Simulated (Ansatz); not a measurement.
Ansatz (a quantum-chemistry and plane-wave program) input (RPA@PBE/def2-TZVPP):

Ansatz 0.2 input:
```yaml
crystal:
  periodic: [false, false, false]
  atoms:
    - {symbol: Sc, position_ang: [0.90935144, 0.27545181, 0.20996304]}
    - {symbol: Br, position_ang: [-0.45098982, 1.44988822, -1.30179838]}
    - {symbol: Br, position_ang: [-0.09462104, -1.61515931, 1.17582056]}
basis:
  gaussian:
    orbitals: def2-TZVPP
hamiltonian:
  xc: pbe
total_charge: 1
magnetization: {spin_polarized: false}
correlation: {method: rpa, electrons: outside_noble_gas}
```

Output:

```
Functional definition: PBE
integrals: 0.21 GiB planned
1086 factors; integrals over basis functions are off by at most 8.8e-4 eV
mean field: 1.19 GiB planned
mean field evaluation 1: about -160758.8356 eV, gradient 3.5e1 eV
mean field evaluation 2: about -160758.8285 eV, gradient 3.5e1 eV
mean field evaluation 4: about -160758.2145 eV, gradient 3.7e1 eV
mean field evaluation 8: about -160762.2425 eV, gradient 2.9e-1 eV
mean field evaluation 16: about -160762.2424 eV, gradient 6.2e-5 eV
mean field evaluation 32: about -160681.3687 eV, gradient 1.6e2 eV
mean field evaluation 64: about -160762.2424 eV, gradient 4.1e-6 eV
mean field -160762.24237351 eV, -5907.9034386650 hartree, gradient 4.1e-6 eV, S^2 0.000000; 2 other end points of the search recorded, 0 dependent functions left out
37 core orbitals not correlated
reference -160667.50028265 eV, -5904.4217310442 hartree; 8, 8 occupied and 115, 115 virtual orbitals, 1086 factors
Total energy: -160685.53762682 eV, -5905.0845912164 hartree
```

The spin state was set by rule; other spins were not relaxed.
